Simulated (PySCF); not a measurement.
C2H8BNO, SMILES CCB(O)N.

Geometry optimised at B3LYP-D3(BJ)/def2-SVP. The values are those of a single conformer.

Two levels are set side by side: PBE/def2-TZVP (PySCF) and PBE0/def2-TZVP (PySCF). Same geometry, gas phase. Differences are taken from unrounded values.

```tsv
quantity	PBE
orbital gap (eV)	6.08
highest occupied level (eV)	-6.28
lowest empty level (eV)	-0.20
dipole moment (D)	2.55
mean polarisability (bohr³)	53.1
```

These are the PBE values. What does PBE0 give? (The exact figures need the calculation; the answer reports its results.)


| quantity | PBE0 | PBE minus PBE0 |
|---|---|---|
| orbital gap (eV) | 8.38 | -2.29 |
| highest occupied level (eV) | -7.76 | 1.47 |
| lowest empty level (eV) | 0.62 | -0.82 |
| dipole moment (D) | 2.57 | -0.01 |
| mean polarisability (bohr³) | 50.8 | 2.3 |

PBE's occupied levels lie high since its potential decays too fast outside the molecule; exact exchange lowers them and widens the gap. Loosely held outer electrons make PBE densities more polarisable. Differences between two approximate levels are no errors against the true value.

Rough cost on one machine, each run with all the roots and properties that it gave: PBE0 against PBE within a factor of 2.
